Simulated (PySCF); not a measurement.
**Simulated absorption spectrum**

Compound: C₆H₁₆O₂Si.
SMILES: `CCO[Si](C)(C)OCC`

The calculation used TDDFT CAM-B3LYP/def2-SVPD, vertical, gas phase, core orbitals frozen in the response (PySCF 2.14.0, density-fitted response routines). Isolated species at its PBE0-D3(BJ)/def2-SVP geometry (one conformer only). Torsions of this conformer, `[CH3:1][CH2:2][O:3][Si:4]([CH3:5])([CH3:6])[O:7][CH2:8][CH3:9]`: C1–C2–O3–Si4 -179°, C2–O3–Si4–C5 71°, O3–Si4–O7–C8 53°, Si4–O7–C8–C9 -168°.

Computed states:

```tsv
state	E (eV)	f
S1	7.37	0.011
S2	7.69	0.0036
S3	8.13	0.032
S4	8.20	0.022
S5	8.34	0.020
S6	8.39	0.019
S7	8.49	0.0022
S8	8.58	0.030
S9	8.58	0.016
S10	8.71	0.022
```

Broadening: Gaussians 0.3 eV wide at half height, area fixed by f = 4.319×10⁻⁹ ∫ε dν̃. The width is an assumption, not a result. The curve ends short of the highest state used, and states not computed would add to its high-energy end.

**Question.** Give the broadened spectrum and its maxima.

**Answer.** 
E (eV), ε (L mol⁻¹ cm⁻¹) and a bar:
```
     6.92          2 
     6.96          5 
     6.99         11 
     7.02         22 
     7.06         50 
     7.09         86 #
     7.12        141 #
     7.16        250 ##
     7.19        360 ##
     7.23        536 ###
     7.26        677 ####
     7.29        810 #####
     7.33        946 ######
     7.36        998 ######
     7.40        991 ######
     7.43        933 ######
     7.46        843 #####
     7.50        704 ####
     7.53        606 ####
     7.57        505 ###
     7.60        454 ###
     7.63        420 ###
     7.67        390 ##
     7.70        370 ##
     7.74        344 ##
     7.77        331 ##
     7.80        337 ##
     7.84        409 ###
     7.87        539 ###
     7.91        860 #####
     7.94       1236 ########
     7.97       1733 ###########
     8.01       2564 ################
     8.04       3269 ####################
     8.07       3988 #########################
     8.11       4867 ##############################
```

Maxima: 168 nm (7.38 eV), ε about 1000, made up of S1 (98%) (ε in L mol⁻¹ cm⁻¹; maxima over ε = 5, shares over 10%). At its high-energy end, 8.11 eV, the curve is still rising (ε about 4900, from S3 and S4).

**Question.** Coming from long wavelengths, where does ε first pass 100 L mol⁻¹ cm⁻¹?

**Answer.** At about 175 nm (7.10 eV), 0.27 eV below S1.

**Question.** What would ε be at 7.38 eV, the highest of these maxima, with half the width (0.15 eV)?

**Answer.** About 1960 L mol⁻¹ cm⁻¹ against 1010, a factor of about 1.95; a lone state at its own centre would give exactly 2.

All these states lie below the vertical ionisation energy of 9.64 eV (ΔSCF).
